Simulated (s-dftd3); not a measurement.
C$_{2}$H$_{5}$, charge -1, singlet, geometry from GFN2-xTB; D3(zero) for b97d (s-dftd3).

The s-dftd3 input:
```
$ s-dftd3 mol.xyz --zero b97d --json dftd3.json --noedisp --grad

# file mol.xyz
7

C     -0.01030605     0.12039198     0.84239216
C      0.00777321     0.03042594    -0.68103923
H     -0.90060325    -0.50218287     1.18466735
H      0.87721669    -0.49440679     1.20530634
H      0.01788960    -0.99414568    -1.16642992
H     -0.87309007     0.53904978    -1.10608662
H      0.89378407     0.54677798    -1.08557470
```

The log (banner, timings and long lists left out):

```
-----------------------------------
 s i m p l e   D F T - D 3  v1.4.0
-----------------------------------

Zero (Chai-Head-Gordon) damping: b97d-D3(0)
--------------------
  s6         1.0000
  s8         0.9090
  s9         0.0000
 rs6         0.8920
 rs8         1.0000
 alp        14.0000
--------------------

Dispersion energy:      -3.2808955954747E-03 Eh

Gradient norm:           1.7300527936429E-03 Eh/a0
--------------------------------------------------
     #    Z           dE/dx      dE/dy      dE/dz
--------------------------------------------------
     1    6 C     1.437E-05 -7.312E-05 -1.210E-03
     2    6 C    -6.617E-06 -1.898E-04  6.415E-04
     3    1 H     2.634E-04  2.082E-05  1.856E-04
     4    1 H    -2.678E-04  1.849E-05  1.794E-04
     5    1 H    -2.255E-06  5.630E-04 -1.784E-05
     6    1 H     4.829E-04 -1.676E-04  1.163E-04
     7    1 H    -4.840E-04 -1.718E-04  1.051E-04
--------------------------------------------------

Virial:
--------------------------------------------------
      component           x          y          z
--------------------------------------------------
          x      -2.507E-03 -7.997E-07 -4.489E-07
          y      -7.997E-07 -1.471E-03 -3.216E-04
          z      -4.489E-07 -3.216E-04 -2.347E-03
--------------------------------------------------

[Info] JSON dump of results written to 'dftd3.json'
```
